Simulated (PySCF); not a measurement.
Compound: C7H12O.
SMILES: `C1CC(C2COC2)C1`

Vertical excitations from PySCF (density fitting, frozen core in the response, grid level 2 and gas phase unless stated; continuum runs use non-equilibrium linear response for the excitations) on a GFN2-xTB geometry. Reference run:

```tsv
settings	S1, eV (f)	S2, eV (f)	S3, eV (f)	S4, eV (f)	S5, eV (f)	S6, eV (f)	T1, eV (Tamm–Dancoff)	mean α (au)
BHandHLYP/pcSseg-1, IEF-PCM cyclohexane, grid level 1, TDA, 12 singlets	8.04 (0.009)	8.31 (0.056)	8.71 (0.009)	8.76 (0.000)	8.86 (0.013)	8.98 (0.027)	7.47	80.5
```

Q: What do these settings give: PBE0/def2-SVPD, IEF-PCM dichloromethane, full TDDFT, 3 singlets?

A: 
```
                                                       settings    S1, eV (f)    S2, eV (f)    S3, eV (f)  S4, eV (f)  S5, eV (f)  S6, eV (f)  T1, eV (Tamm–Dancoff)  mean α (au)
PBE0/def2-SVPD, IEF-PCM dichloromethane, full TDDFT, 3 singlets  6.78 (0.003)  7.18 (0.016)  7.41 (0.000)           –           –           –                   6.49        104.1
```

S1 moves by -1.26 eV; functional, basis, environment and response scheme change together, so the shift can't be laid on one. States are counted by energy in each run and needn't keep their character from row to row.

Q: Give the leading configurations of S1 (H = HOMO, L = LUMO) and the HOMO–LUMO gap of each run.

A: 
| settings | S1 configurations (weight) | S1 (eV) | orbital gap (eV) | S1 − gap (eV) |
| --- | --- | --- | --- | --- |
| BHandHLYP/pcSseg-1, IEF-PCM cyclohexane, grid level 1, TDA, 12 singlets | H→L+4 0.65, H→L+1 0.12, H→L+2 0.09 | 8.04 | 10.74 | -2.70 |
| PBE0/def2-SVPD, IEF-PCM dichloromethane, full TDDFT, 3 singlets | H→L 0.47, H→L+1 0.42 | 6.78 | 8.16 | -1.38 |

The structure is a single GFN2-xTB conformer; no vibrational corrections.

Conformer computed: `[CH2:1]1[CH2:2][CH:3]([CH:4]2[CH2:5][O:6][CH2:7]2)[CH2:8]1`: C2–C3–C4–C5 -177°.
